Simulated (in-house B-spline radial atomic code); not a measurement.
# wB97X excitations of neutral helium

Method: wB97X. Computed with an all-electron radial atomic-structure program (B-spline basis): linear response of the closed shell 1s2 with the functional's adiabatic kernel; non-relativistic, point nucleus, no spin-orbit coupling, no double excitations, S, P, D and F terms only.

Command:
```bash
python run_td.py task.json out
```
Settings (radii: box in bohr, nucleus in fm):
```
Z                        2
electrons                2
configuration            1s2
hamiltonian              nr
method                   wb97x
box_radius               75
intervals                48
```

Run time, properties included: 0.2 s on 1 thread of Arm Neoverse N1 (shared host).

The lowest states, in the order of their Tamm-Dancoff energies; the method's threshold (minus the highest occupied level) is 20.908 eV. Labels give the largest channel, * marks a mixed state, and oscillator strengths are full-response dipole values. Measured ¹D terms are left out, since they can mix with doubly excited terms. Semilocal kernels can invert the small singlet-triplet splittings of Rydberg terms. Energies in eV:

```csv
state,full response,Tamm-Dancoff,oscillator strength,measured (J-weighted term)
1s → 2s 3S,16.966,16.988,-,19.820
1s → 2s 1S,17.827,17.849,-,-
1s → 2p 3P,17.981,17.989,-,20.964
1s → 2p 1P,18.334,18.338,0.119,21.218
1s → 3s 3S,19.250,19.254,-,22.718
1s → 3d 3D,19.409,19.410,-,23.074
1s → 3s 1S,?,?,-,?
1s → 3d 1D,19.486,19.486,-,-
1s → 3p 3P,19.546,19.548,-,23.007
1s → 3p 1P,19.623,19.625,0.0522,23.087
1s → 4s 3S,19.996,19.998,-,-
1s → 4f 3F,20.057,20.057,-,-
1s → 4f 1F,20.062,20.062,-,-
1s → 4d 3D,20.066,20.066,-,-
1s → 4s 1S,20.083,20.086,-,-
1s → 4d 1D,?,?,-,-
1s → 4p 3P,20.121,20.122,-,-
1s → 4p 1P,20.151,20.152,0.0244,23.742
```

**Question.** Where does 1s → 3s 1S lie?

**Answer.** At 19.463 eV in full response, 19.472 eV in Tamm-Dancoff; measured 22.920 eV.

**Question.** Where does 1s → 4d 1D lie?

**Answer.** At 20.100 eV in full response, 20.100 eV in Tamm-Dancoff.

**Question.** How large is the singlet-triplet splitting of 1s → 2s (S terms) in Tamm-Dancoff?

**Answer.** 0.86 eV, from the unrounded values.

**Question.** What polarisabilities and dispersion coefficient does the method give?

**Answer.** Dipole 1.52 bohr³, quadrupole 3.007 bohr⁵, C6 1.65 hartree·bohr⁶ for two such species. Recommended dipole value: 1.38375 ± 2e-05 bohr³ (Schwerdtfeger and Nagle, table of static dipole polarizabilities (2023 update)), which includes relativity and correlation.
